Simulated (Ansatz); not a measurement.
Isolated molecules relaxed with PBE0-D4/def2-TZVP in Ansatz; ΔE leaves out vibrations. CBS: MP2 limit from def2 TZ/QZ plus the TZ coupled-cluster correction, frozen cores. DFT in def2-TZVPP. B3LYP here is the variant with VWN-RPA as its local correlation; programs differ in this. One conformer a species, not always the lowest.

`NC[SiH2]Cl` + `CN[SiH2]O` → `CN([SiH2]O)[SiH2]Cl` + CH₃NH₂  (ligand exchange at the Si–C bond)

`NC[SiH2]Cl`:

Cartesian coordinates in Å:
```
N -0.257 0.815 -1.246
C 0.223 0.705 0.123
Si 0.303 -1.089 0.645
Cl -1.584 -1.906 0.443
H -0.306 1.782 -1.542
H -1.188 0.426 -1.333
H -0.352 1.272 0.873
H 1.253 1.079 0.176
H 0.691 -1.206 2.073
H 1.218 -1.877 -0.212
```

`CN[SiH2]O`:

Z-matrix (Å, degrees):
```
C
N 1 1.446
H 1 1.097 2 113.4
H 1 1.093 2 109.4 3 -120.0
H 1 1.094 2 111.4 3 121.9
Si 2 1.705 1 125.5 3 97.3
H 2 1.008 1 113.7 3 -65.2
O 6 1.652 2 118.0 1 -83.0
H 6 1.489 2 105.4 1 38.4
H 6 1.479 2 107.7 1 160.6
H 8 0.958 6 117.8 2 73.7
```

`CN([SiH2]O)[SiH2]Cl`:

Z-matrix (Å, degrees):
```
C
N 1 1.463
H 1 1.092 2 110.5
H 1 1.094 2 111.2 3 -118.9
H 1 1.095 2 111.8 3 120.3
Si 2 1.734 1 117.6 3 179.4
Si 2 1.707 1 120.4 3 -11.5
O 6 1.640 2 109.2 1 155.2
H 6 1.481 2 112.8 1 -88.4
H 6 1.489 2 106.7 1 32.2
Cl 7 2.079 2 112.2 1 -94.2
H 7 1.480 2 108.7 1 22.8
H 7 1.476 2 111.5 1 148.0
H 8 0.960 6 117.9 2 -59.3
```

CH₃NH₂:

Cartesian coordinates in Å:
```
C 0.495 0.195 0.199
N -0.877 -0.003 -0.237
H 1.156 -0.677 0.084
H 0.503 0.482 1.253
H 0.937 1.023 -0.360
H -1.309 -0.760 0.277
H -0.907 -0.260 -1.215
```

```csv
level,ΔE (kJ/mol),difference from CCSD(T)/CBS
PBE-D4,-63.2,8.7
r2SCAN-D4,-70.2,1.7
ωB97X-V,-68.5,3.4
ωB97M-V,-69.3,2.6
r2SCAN,-68.3,3.6
PBE0,-60.6,11.3
B3LYP,-62.0,9.9
HF/def2-TZVPP,-71.1,0.8
SCS-MP2/def2-TZVPP,-74.9,-3.0
CCSD/def2-TZVPP,-71.6,0.3
CCSD(T)/def2-TZVPP,-72.6,-0.7
HF/def2-QZVPP,-71.8,0.1
SCS-MP2/def2-QZVPP,-74.6,-2.7
HF/CBS(def2),-71.9,0.0
MP2/CBS(def2),-74.6,-2.7
CCSD/CBS(def2),-70.9,1.0
CCSD(T)/CBS,-71.9,0
```

Largest T1 diagnostic among the species: 0.011.

From PBE to PBE0 (25 % exact exchange), in def2-TZVPP and without D4, ΔE moves by −3.7 kJ/mol. The D4 term adds −10.2 kJ/mol with B3LYP and −5.8 kJ/mol with PBE0; it sums over pairs of atoms, weighted by their polarisabilities, and B3LYP, whose exchange is more repulsive, gets the larger term.
